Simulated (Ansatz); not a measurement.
Reaction (hydrogenolysis of a Ga–F bond): `C[BH][Ga]([CH3])[F]` + H₂ → `C[BH][GaH][CH3]` + H–F

Program: Ansatz. Geometries: PBE0-D4/def2-TZVP. ΔE: electronic, gas phase. CCSD(T)/CBS is the MP2 limit (def2-TZVPP, def2-QZVPP) plus CCSD(T) − MP2 in def2-TZVPP, frozen cores. This one scheme is used for every species. For Ga outer-core shells are correlated without core-valence functions, which leaves a few kJ/mol of doubt a bond. Scalar relativity is left out up to krypton. One conformer a species, not always the lowest.

`C[BH][Ga]([CH3])[F]`:

Z-matrix (Å, degrees):
```
C
B 1 1.552
H 1 1.090 2 117.1
H 1 1.093 2 114.0 3 130.5
H 1 1.106 2 102.9 3 -116.3
Ga 2 2.092 1 124.6 3 20.0
H 2 1.202 1 117.5 3 -163.2
F 6 1.783 2 111.6 1 -91.3
C 6 1.961 2 138.5 1 89.1
H 9 1.093 6 109.3 2 123.7
H 9 1.093 6 109.3 2 -119.2
H 9 1.091 6 113.1 2 2.1
```

H₂:

Z-matrix (Å, degrees):
```
H
H 1 0.746
```

`C[BH][GaH][CH3]`:

```xyz
12

C    -0.182    2.134    0.755
B    -0.074    0.633    1.158
Ga    0.757   -0.890    0.008
C    -0.208   -1.943   -1.363
H    -1.227    2.233    0.412
H    -0.097    2.824    1.600
H     0.450    2.477   -0.066
H    -0.573    0.334    2.214
H     2.275   -1.311    0.199
H     0.288   -1.819   -2.331
H    -1.256   -1.664   -1.471
H    -0.152   -3.007   -1.116
```

H–F:

Z-matrix (Å, degrees):
```
F
H 1 0.920
```

```csv
level,ΔE (kJ/mol)
CCSD(T)/def2-TZVPP,91.4
MP2/def2-QZVPP,96.1
HF/CBS(def2),92.4
MP2/CBS(def2),95.4
```

Task: What does CCSD(T)/CBS give? (An estimate is asked.)

Result: The calculation gave: +90.7 kJ/mol. The listed levels differ from it by 0.7, 5.4, 1.7, 4.7 kJ/mol.

Largest T1 diagnostic among the species: 0.013.

From PBE to PBE0 (25 % exact exchange), in def2-TZVPP and without D4, ΔE moves by −6.2 kJ/mol.
